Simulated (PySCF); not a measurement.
SMILES CC[SiH2][Si](C)(C)C (GFN2-xTB optimised geometry):

```
23

C      0.046    -0.272     3.817
C     -1.307    -0.816     3.378
Si    -1.198    -1.885     1.799
Si    -0.330    -0.680     0.000
C     -0.893    -1.450    -1.657
C      1.585    -0.680     0.000
C     -0.904     1.147     0.000
H      0.471     0.369     3.047
H     -0.044     0.313     4.732
H      0.744    -1.086     4.003
H     -1.734    -1.404     4.193
H     -1.991     0.019     3.213
H     -2.557    -2.403     1.560
H     -0.389    -3.067     2.146
H     -0.490    -0.912    -2.511
H     -0.569    -2.483    -1.738
H     -1.975    -1.442    -1.748
H      1.985    -0.212     0.894
H      1.974    -1.694    -0.037
H      1.987    -0.145    -0.856
H     -0.504     1.694    -0.850
H     -1.987     1.218    -0.048
H     -0.585     1.667     0.899
```

Computed with CAM-B3LYP/def2-SVP in PySCF.

What are the frontier orbital energies and the dipole moment?

HOMO-2 -9.75 eV, HOMO-1 -9.57 eV, HOMO -8.78 eV, LUMO 1.61 eV, LUMO+1 1.97 eV; dipole moment 0.75 D.

Meta-Löwdin charges at CAM-B3LYP/def2-SVP: C1 -0.28, C2 -0.38, Si3 0.37, Si4 0.68, C5 -0.53, C6 -0.53, C7 -0.53, H8 0.09, H9 0.09, H10 0.09, H11 0.10, H12 0.09, H13 -0.10, H14 -0.11, H15 0.11, H16 0.11, H17 0.11, H18 0.10, H19 0.11, H20 0.11, H21 0.11, H22 0.11, H23 0.10.
